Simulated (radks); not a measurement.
Numerical settings for the calcium ion Ca3+, [Ne] 3s2 3p5. Calculated with a radial shooting solver on a logarithmic mesh with Libxc functionals: non-relativistic Kohn-Sham, TPSS, spin-polarised, spherical densities, point nucleus; open shells are filled with parallel spins first; meta-GGA in the generalised Kohn-Sham scheme. The defaults (mesh step 0.008 in ln r, mesh end at 40 bohr or more with all orbitals vanishing there, Anderson mixing 0.5 over 9 steps, residual threshold near 1e-9 with the energy settled to 1e-9 hartree or 1e-11 of itself, here a cap of 78 iterations) give E = -675.058 hartree and 3p at -59.056 eV in 10 iterations. Run on one thread of a shared host, so times are rough (Arm Neoverse V1): 0.11 s of CPU time, 0.11 s wall, 10 iterations on 2476 mesh points. Changes against that run (0 stands for a change within the tolerance of the run):

setting                    iterations         converged  E (mhartree)  e(3p) (meV)  CPU (s)
mesh step in ln r 0.012            10               yes             0            0     0.07
mesh step in ln r 0.12              4                no      diverged            -     0.01
mesh step in ln r 0.2              78                no     -2.31e+06            -     0.21
mesh end (bohr) 12                 10               yes             0            0     0.11
mesh end (bohr) 1                  10  level above zero     +5.87e+04    +2.95e+05     0.08
residual threshold 0.001            8               yes             0       +0.463     0.09
residual threshold 1e-16           78                no             0      +0.0244     0.58
mixing 1.5                         13               yes             0      +0.0262     0.13
linear mixing, mixing 1            78                no             0      +0.0244     0.58
linear mixing, mixing 0.8          11               yes             0      +0.0197     0.11
mixing history 2                   14               yes             0      +0.0235     0.14
iteration cap 5                     5                no             0        -2.73     0.05

Settled on a wrong energy, with an occupied level pushed above zero by the early mesh end: mesh end (bohr) 1 (+58.7 hartree). Apart from these: no run marked as converged misses the energy by more than 1 mhartree. A mesh that ends early acts as a hard wall.
